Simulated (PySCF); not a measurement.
**Electron correlation in Sm²⁺ (samarium, charge +2)**

[Xe] 4f6, high-spin 7F determinant. Calculation: PySCF 2.14, in cc-pVDZ-X2C (8s7p5d3f1g, 84 functions); the spin-free X2C one-electron Hamiltonian (Gaussian nucleus). Frozen: [Ar] 3d10; 32 electrons correlated.

MP2 pair energies summed by pair of shells (mhartree):

```
 pair   energy  share (%)
4d-4d  -121.40       15.3
4f-5p  -120.09       15.1
5p-5p  -118.69       14.9
4d-4f  -117.01       14.7
4d-5p   -81.56       10.3
4f-4f   -75.96        9.6
5s-5p   -32.56        4.1
4p-4d   -25.56        3.2
4f-5s   -22.53        2.8
4d-5s   -21.77        2.7
4p-4f   -18.07        2.3
4p-4p    -9.58        1.2
4p-5p    -6.29        0.8
5s-5s    -6.07        0.8
4s-4d    -5.58        0.7
4s-4f    -3.65        0.5
4p-5s    -3.52        0.4
4s-4p    -2.52        0.3
4s-4s    -0.76        0.1
4s-5p    -0.69        0.1
4s-5s    -0.25        0.0
```

Total MP2 correlation energy: -794.10 mhartree.

Same-spin part -337.69 and opposite-spin part -456.41 mhartree; SCS-MP2 scales them by 1/3 and 6/5 to -660.26 mhartree.

This basis was not built for core-valence correlation, so the inner-shell part is incomplete.
